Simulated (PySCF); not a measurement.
Problem. Write Cartesian coordinates for `[SiH3][C@@H]1C[P@H]1=[Te]` as optimised with PBE0-D3(BJ)/def2-SVP.

Solution. 
```xyz
12
C2H7PSiTe angstrom
Si     1.5124    0.4159    0.3233
C     -0.0646   -0.5941    0.2153
C     -0.6317   -1.0380   -1.1360
P     -1.6572    0.1652   -0.2516
Te    -3.7410   -0.1873    0.7214
H      1.6417    1.0132    1.6835
H      1.4395    1.5010   -0.7034
H      2.7020   -0.4403    0.0330
H     -0.2023   -1.3238    1.0242
H     -0.1234   -0.7096   -2.0497
H     -1.0485   -2.0486   -1.1944
H     -1.3171    1.4218   -0.8093
```

Orientation and origin are arbitrary. Atoms count from 1 in this order. Si1 (SiH3 silicon) is tetrahedral (angles from 108.1° to 110.5°). The 3-membered ring C2–C3–P4 has internal angles of 49.8° to 65.6°. P4 (phosphorus bonded to 2 C, Te and H) has angles from 49.8° to 127.7°.

Bonds between heavy atoms (Å): Si1–C2 1.876, C2–C3 1.531, C3–P4 1.812, P4=Te5 2.327, C2–P4 1.825.

Theory: PBE0-D3(BJ)/def2-SVP geometry optimisation, gas phase, def2 core potentials past Kr in PySCF.

Point group: C1 (no symmetry element, even within 0.4 Å). PBE0-D3(BJ)/def2-SVP frequencies: not computed here.
